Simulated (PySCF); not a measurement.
## Radial density of O⁺ (oxygen, charge +1)

TPSS, [He] 2s1 2p4, high-spin 4P determinant (an excited configuration). Calculation: PySCF 2.14, in x2c-QZVPPall; the spin-free X2C one-electron Hamiltonian (Gaussian nucleus).

```tsv
r (bohr)	4πr²ρ (e/bohr)	4πr²(ρα − ρβ)
0.00375	0.05352	0.0016
0.00631	0.1435	0.0042
0.0106	0.3747	0.0109
0.0179	0.9366	0.0270
0.0300	2.168	0.0620
0.0505	4.413	0.1242
0.0849	7.245	0.1986
0.143	8.381	0.2370
0.240	5.807	0.3580
0.404	3.323	1.1928
0.680	4.174	2.5956
1.14	3.407	2.1265
1.92	0.8902	0.4674
3.24	0.04859	0.0154
5.44	0.0003143	0.0000
```

Densities and radii are taken from the X2C orbitals without a picture-change correction, which distorts them close to the nucleus.
